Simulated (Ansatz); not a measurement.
A run for Ansatz (a quantum-chemistry and plane-wave program): R-r2SCAN/def2-TZVPP on H2SSn (SMILES [SH][SnH]), a point of a torsion scan. Elements past Kr take the def2 small-core potentials; no spin–orbit coupling.

Ansatz 0.2 input:
```yaml
crystal:
  periodic: [false, false, false]
  atoms:
    - {symbol: S, position_ang: [-1.15600227, 0.53763072, 0.47968908]}
    - {symbol: Sn, position_ang: [1.05806995, 0.61783138, -0.47070222]}
    - {symbol: H, position_ang: [-1.62471071, -0.46326706, -0.26378310]}
    - {symbol: H, position_ang: [1.52243209, 1.99126131, 0.63245648]}
basis:
  gaussian:
    orbitals: def2-TZVPP
hamiltonian:
  xc: {name: r2SCAN}
scf: {lower_state_search: off}
```

The log:

```
WARN ansatz: RAYON_NUM_THREADS=1 ignored (pool sized by the plan → 1); use --threads N
Functional definition: r2SCAN
these checks for a lower state are left out or cut short: stability, starts, cluster_reference, orbital_swaps, neighbouring_geometries, increment
integrals: 0.04 GiB planned
790 factors; their error is unknown
mean field: 0.32 GiB planned
mean field evaluation 1: about -16700.3827 eV, gradient 2.1e1 eV
mean field evaluation 2: about -16692.8009 eV, gradient 5.1e1 eV
mean field evaluation 4: about -16701.7474 eV, gradient 2.5e0 eV
mean field evaluation 8: about -16701.7526 eV, gradient 2.3e-1 eV
mean field evaluation 16: about -16701.7527 eV, gradient 1.1e-5 eV
mean field -16701.75270244 eV, -613.7780909601 hartree, gradient 2.6e-6 eV, S^2 0.000000; 0 other end points of the search recorded, 0 dependent functions left out
reference -16701.75271419 eV, -613.7780913918 hartree; 20, 20 occupied and 100, 100 virtual orbitals, 790 factors
Total energy: -16701.75271419 eV, -613.7780913918 hartree
Checks for a lower state left out: stability, starts, cluster_reference, orbital_swaps, neighbouring_geometries, increment
```

Self-consistency was reached.

Cost: roughly 1.4 core-seconds.
